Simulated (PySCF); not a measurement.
# NaAs from Hartree–Fock to correlated methods

State: ³Σ⁻ (triplet), unpaired electrons π ↑↑. Set-up: basis Na pcseg-1, As pcseg-1; no relativity; PySCF 2.14. De refers to Na + As in their high-spin ground configurations, without counterpoise correction. The functionals are run spin-unrestricted. A positive dipole means Na(−)As(+).

```json
{"Level": "ROHF", "Re (Å)": "2.773", "ωe (cm⁻¹)": "239", "De (eV)": "0.146", "μ (D)": "-8.48", "CPU s a point (SCF and correlation, without the integrals)": "0.04"}
{"Level": "ROHF-MP2", "Re (Å)": "2.785", "ωe (cm⁻¹)": "231", "De (eV)": "0.77", "μ (D)": "n/a", "CPU s a point (SCF and correlation, without the integrals)": "0.078"}
{"Level": "ROHF-SCS-MP2", "Re (Å)": "2.790", "ωe (cm⁻¹)": "229", "De (eV)": "0.79", "μ (D)": "n/a", "CPU s a point (SCF and correlation, without the integrals)": "n/a"}
{"Level": "ROHF-CCSD", "Re (Å)": "2.809", "ωe (cm⁻¹)": "217", "De (eV)": "0.81", "μ (D)": "n/a", "CPU s a point (SCF and correlation, without the integrals)": "n/a"}
{"Level": "ROHF-CCSD(T)", "Re (Å)": "2.816", "ωe (cm⁻¹)": "214", "De (eV)": "0.85", "μ (D)": "n/a", "CPU s a point (SCF and correlation, without the integrals)": "1.7"}
{"Level": "PBE", "Re (Å)": "2.770", "ωe (cm⁻¹)": "219", "De (eV)": "1.34", "μ (D)": "-6.06", "CPU s a point (SCF and correlation, without the integrals)": "0.47"}
{"Level": "r²SCAN", "Re (Å)": "2.762", "ωe (cm⁻¹)": "225", "De (eV)": "1.34", "μ (D)": "-7.04", "CPU s a point (SCF and correlation, without the integrals)": "0.66"}
{"Level": "B3LYP", "Re (Å)": "2.754", "ωe (cm⁻¹)": "227", "De (eV)": "1.32", "μ (D)": "-6.36", "CPU s a point (SCF and correlation, without the integrals)": "0.52"}
{"Level": "PBE0", "Re (Å)": "2.750", "ωe (cm⁻¹)": "229", "De (eV)": "1.25", "μ (D)": "-6.89", "CPU s a point (SCF and correlation, without the integrals)": "0.73"}
{"Level": "BHandHLYP", "Re (Å)": "2.734", "ωe (cm⁻¹)": "237", "De (eV)": "1.22", "μ (D)": "-7.10", "CPU s a point (SCF and correlation, without the integrals)": "0.4"}
{"Level": "M06-2X", "Re (Å)": "2.727", "ωe (cm⁻¹)": "244", "De (eV)": "1.35", "μ (D)": "-7.46", "CPU s a point (SCF and correlation, without the integrals)": "0.74"}
```

The bond length runs from 2.727 Å (M06-2X) to 2.816 Å (ROHF-CCSD(T)). De spans 0.15 eV (ROHF, mean field) to 1.35 eV (M06-2X, hybrid meta-GGA). Correlation at CCSD(T) changes the Hartree–Fock bond energy by +0.70 eV; the triples alone change it by +0.04 eV.

Correlated steps freeze 10 core orbitals. Correlated levels converge slowly with the basis: in double zeta they bind strong bonds too weakly, by up to about 1 eV, and carry superposition errors of some tenths. Spin–orbit coupling is left out. The state was picked by a PBE0 search and need not be the measured ground state.

The whole job (state search and all levels along the bond) took about 1.4 min on 1 thread of Arm Neoverse V1 (shared host), peak memory 0.42 GiB.
